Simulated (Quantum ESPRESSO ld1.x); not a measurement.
Results of a calculation; reference values are marked as such.
Task: These are the eigenvalues of the occupied orbitals of an atom or ion with whole-number occupations (hartree). Code: ld1.x of Quantum ESPRESSO 7.5. Model: Dirac Kohn-Sham, PBE, spin-unpolarised, spherical densities, point nucleus.

orbital  eigenvalue
1s1/2      -214.268
2s1/2      -43.1412
2p1/2      -41.1208
2p3/2      -40.8233

Which element is it, and in what charge state? The configuration may be excited. Open shells, if any, are shared by 2j + 1.

Result: Z = 22, titanium, charge +16: Ti16+ in 1s1 2s2 2p3. The list shows which subshells hold electrons but not how many an open one holds; the 1s level, -214.27 hartree, gives Z - s = 20.7 by -(Z - s)^2/2, which with screening and relativity narrows Z to a few neighbours, and the depths of the outer levels then fix element, charge and occupations together.
